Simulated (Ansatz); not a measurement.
CH6F2Si2 (`F[SiH2]C[SiH2]F`), relaxed with RKS PBE-D4/def2-SVP in Ansatz from a rough embedded geometry. The force threshold is 0.03 eV/Å; the program also tests the step.

Total charge 0; spin multiplicity 1.

Start:

```xyz
11

F    -1.256   -0.786    2.411
Si   -0.776    0.185    1.267
C     0.178   -0.816    0.095
Si    0.663    0.378   -1.337
F     1.479   -0.426   -2.369
H     0.062    1.288    1.835
H    -1.993    0.757    0.624
H    -0.400   -1.632   -0.368
H     1.094   -1.301    0.520
H     1.498    1.440   -0.755
H    -0.550    0.912   -1.925
```

| step | energy (eV) | largest force (eV/Å) | largest move (Å) |
| --- | --- | --- | --- |
| 1 | -22301.5729 | 3.456 | 0.000 |
| 2 | -22301.9277 | 1.951 | 0.138 |
| 3 | -22302.0464 | 0.341 | 0.105 |
| 4 (rejected) | -22302.0279 | 0.460 | 0.072 |
| 5 | -22302.0533 | 0.030 | 0.035 |

End:

```xyz
11

F    -1.256   -0.916    2.542
Si   -0.842    0.161    1.374
C     0.155   -0.705    0.039
Si    0.723    0.360   -1.400
F     1.577   -0.568   -2.451
H    -0.026    1.244    2.020
H    -2.110    0.726    0.801
H    -0.452   -1.544   -0.369
H     1.060   -1.152    0.507
H     1.625    1.461   -0.922
H    -0.455    0.931   -2.140
```

Run time 5.5 s (4 threads of an AMD EPYC 9B14 on a shared host); peak host memory 0.17 GiB.
